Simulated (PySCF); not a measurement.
Co²⁺: excitation energy

Co²⁺ [Ar] 3d7 (4F) → Co²⁺ [Ar] 3d6 4p1 (high-spin determinant), as a difference of total energies. Calculation: PySCF 2.14, in x2c-TZVPPall with one added diffuse shell each of s, p, d, f type (7s6p5d3f1g, 80 functions); the spin-free X2C one-electron Hamiltonian (Gaussian nucleus). Correlated levels: valence: [Ar] frozen; valence and next inner shell: [Ne] frozen. The calculations carry no spin-orbit coupling.

```
                                method  excitation energy (eV)
                                   UHF                  10.648
                                   LDA                  12.214
                                   PBE                  12.107
                                  PBE0                  11.980
                                r2SCAN                  11.965
                                 wB97X                  12.532
                               r2SCANh                  11.935
                                M06-2X                  11.882
                                  TPSS                  12.347
                         MP2 (valence)                  12.078
                     SCS-MP2 (valence)                  12.351
    MP2 (valence and next inner shell)                  12.326
SCS-MP2 (valence and next inner shell)                  12.413
```

Problem. How much does correlation contribute at MP2 (valence and next inner shell)?

Solution. 12.326 − (10.648) = 1.678 eV, measured against UHF.

A first-order spin-orbit estimate (lowest level to lowest level, LS coupling) adds 0.068 eV.

The determinant of the upper state mixes LS terms, which raises its energy above the lowest term, most at the Hartree-Fock and MP2 levels.
